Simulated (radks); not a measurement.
The numbers below are computed, except where a source is named.
Question: These are the eigenvalues of the occupied orbitals of an atom or ion with whole-number occupations (eV). Level of theory: scalar-relativistic Kohn-Sham, r2SCAN, spin-polarised, spherical densities, finite nucleus; meta-GGA in the generalised Kohn-Sham scheme; Fermi nuclear charge, rms radius of each element as measured or else 0.836 A^(1/3) + 0.57 fm (a radial shooting solver on a logarithmic mesh with Libxc functionals).

| orbital | eigenvalue |
|---|---|
| 1s up | -30377.03 |
| 1s down | -30376.89 |
| 2s up | -4653.632 |
| 2s down | -4653.178 |
| 2p up | -4176.542 |
| 2p down | -4176.126 |
| 3s up | -932.5622 |
| 3s down | -932.3951 |
| 3p up | -775.9922 |
| 3p down | -775.7485 |
| 3d up | -537.6147 |
| 3d down | -537.1894 |
| 4s up | -169.3019 |
| 4s down | -167.7592 |
| 4p up | -120.8166 |
| 4p down | -119.2964 |
| 4d up | -49.7788 |
| 4d down | -48.1809 |
| 5s up | -24.5749 |
| 5s down | -21.2716 |
| 5p up | -14.8100 |

Which element is it, and in what charge state? The configuration may be excited. Open shells, if any, are filled with parallel spins first.

Answer: Z = 51, antimony, charge +1: Sb+ in [Kr] 4d9 5s2 5p3. The list shows which subshells hold electrons but not how many an open one holds; the 1s level, -1116.3 hartree, gives Z - s = 47.3 by -(Z - s)^2/2, which with screening and relativity narrows Z to a few neighbours, and the depths of the outer levels then fix element, charge and occupations together.
